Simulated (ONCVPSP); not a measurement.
## PBEsol ONCV dataset for chromium (Cr), scalar-relativistic all-electron reference.

chromium, optimised norm-conserving Vanderbilt (ONCV), made with ONCVPSP 4.0.1 (PBEsol, scalar-relativistic). Core [Ne] 3s2, reference 3p6 3d5 4s1. Waves: 4s: rc 2.40 bohr, ncon 3, nbas 8, qcut 3 1/bohr, 1 projector; 3p: rc 1.10 bohr, ncon 4, nbas 8, qcut 11.9 1/bohr, 2 projectors, debl 2 Ha; 3d: rc 1.05 bohr, ncon 4, nbas 7, qcut 9.3 1/bohr, 2 projectors, debl 3.4 Ha. Local part: polynomial inside 0.75 bohr (lpopt 2, dvloc0 0 Ha). Core correction: Teter function, fcfact 3.5, rcfact 1.1.

Poles of the logarithmic derivatives, all-electron (AE) and pseudo (PS). s: poles at -2.7, 1.3 (AE) and 1.1, 3.3 (PS) Ha. p: poles at 1.1 (AE) and 1.1 (PS) Ha. d: poles at 2.7 (AE) and 2.7 (PS) Ha. Test radii: s 2.44, p 1.11, d 1.07 bohr.

* Cutoffs needed: 140 Ha and 165 Ha (the cutoffs (Ha) at which the residual kinetic energy of the hardest occupied pseudo-wave falls to 1 and 0.1 mHa per electron)
* Ghost test: ghosts flagged at negative energy: s at -153.8 eV; no localised positive-energy state flagged; a true bound ghost makes a file unfit for plane-wave use
* Configuration tests: 2 of 4 tests not solved or not reliable
* rms error of d²Exc/dni dnj: 4.02 mHa without and 3.50 mHa with the model core
